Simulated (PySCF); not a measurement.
(E)-1,2-dibromo-1-chloroethene (C2HBr2Cl), SMILES Cl/C(Br)=C\Br. Atoms are numbered in the order given.

```xyz
6

Cl    -1.8388    -0.2338     0.0000
C     -0.1454    -0.4610     0.0000
Br     0.4428    -2.2470     0.0000
C      0.7495     0.5338     0.0000
Br     0.2947     2.3388     0.0000
H      1.8193     0.3228     0.0000
```
Charge 0, spin multiplicity 1.

Geometry optimised at PBE0-D3(BJ)/def2-SVP.

Method: CAM-B3LYP/def2-TZVP in PySCF.

Gas-phase values at a fixed geometry.

**Question.** Estimate the frontier levels, gap, dipole moment and polarisability. (An estimate is asked for; the answer gives what the named calculation found.)

**Answer.** 
The highest occupied level is -8.50 eV. The lowest empty level is 0.15 eV and the orbital gap is 8.65 eV. The dipole moment comes out as 0.80 D, the quadrupole, principal values (traceless, Buckingham form, about the centre of nuclear charge) comes out as -2.75, -0.42, 3.17 D·Å and the mean static polarisability is 75.3 bohr³ (11.16 Å³). The polarisability, principal values is 46.4, 71.8, 107.7 bohr³.
